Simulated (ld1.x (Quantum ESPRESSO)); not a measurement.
## Transferability test, TM potential for Os

osmium (Os), norm-conserving Troullier–Martins (Kleinman–Bylander form), made with ld1.x (Quantum ESPRESSO) 7.5 (PBEsol, scalar-relativistic). Core [Kr] 4d10 4f14 5s2, reference 5p6 5d6 6s1.5 6p0 (charge +0.5). Waves: 5p (bound): rc 1.75 bohr; 5d (bound): rc 1.50 bohr; 6s (bound): rc 2.15 bohr. Local part: the s channel. Core correction: none.

Energies are relative to the spin-unpolarised reference configuration 5p6 5d6 6s1.5 6p0; without spin polarisation the order of configurations can differ from experiment.

| valence configuration | charge | ΔE all-electron (eV) | error AE − PS (meV) |
| --- | --- | --- | --- |
| 5p6 5d6 6s2 6p0 | 0 | -3.936 | +0.3 |
| 5p6 5d6 6s1 6p0 | +1 | 5.688 | -3.7 |
| 5p6 5d6 6s0 6p0 | +2 | 22.627 | -28 |
| 5p6 5d6 6s0 6p2 | 0 | 6.615 | -1309 |
| 5p6 5d5 6s2 6p0 | +1 | 7.181 | -35 |

**Question.** What are ΔE and the potential's error for 5p6 5d4 6s0 6p0?

**Answer.** ΔE = 93.015 eV all-electron; the error (AE − PS) is -203 meV.

**Question.** What are ΔE and the potential's error for 5p6 5d6.5 6s1.5 6p0?

**Answer.** ΔE = -3.877 eV all-electron; the error (AE − PS) is -5.7 meV.

ld1.x printed “convergence not achieved” for 4 of the counted tests; their residual had stalled under 1e-8, short of the target of 1e-14.
